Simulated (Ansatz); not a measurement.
`CC(=N)N` and `C[Te]C(C)=N` differ in one atom or group.

Ansatz, PBE0-D4/def2-TZVP geometries, multiplicity 1. Each molecule was computed in one conformer, which needn't be the lowest.

Elements past krypton have def2 core potentials.

| property | `CC(=N)N` |
| --- | --- |
| size of the dipole moment (B3LYP/def2-TZVPP) / D | 3.35 |
| LUMO energy (PBE0/def2-TZVPP) / eV | 0.71 |
| HOMO–LUMO gap (B3LYP/def2-TZVPP) / eV | 7.11 |
| HOMO–LUMO gap (ωB97M-V/def2-TZVPP) / eV | 11.39 |
| HOMO energy (B3LYP/def2-TZVPP) / eV | -6.76 |
| LUMO energy (PBE/def2-TZVPP) / eV | -0.19 |

Problem. Give the same properties after the change, and the shifts. (An estimate is asked.)

Solution. The calculation gave: 
```csv
property,`C[Te]C(C)=N`,shift
size of the dipole moment (B3LYP/def2-TZVPP) / D,2.39,-0.96
LUMO energy (PBE0/def2-TZVPP) / eV,-0.71,-1.42
HOMO–LUMO gap (B3LYP/def2-TZVPP) / eV,4.94,-2.17
HOMO–LUMO gap (ωB97M-V/def2-TZVPP) / eV,9.21,-2.18
HOMO energy (B3LYP/def2-TZVPP) / eV,-5.90,0.86
LUMO energy (PBE/def2-TZVPP) / eV,-1.52,-1.33
```

With PBE0 the HOMO rises by 0.88 eV and the LUMO falls by 1.42 eV, so the gap narrows by about 2.30 eV. PBE moves the HOMO by 0.59 eV and ωB97M-V by 1.10 eV. Dipoles are sizes alone; their direction can turn.

B3LYP here is the variant with VWN-RPA as its local correlation; programs differ in this.

Spin–orbit coupling is left out; it splits and shifts lone-pair levels of the heavy atoms by tenths of an eV.
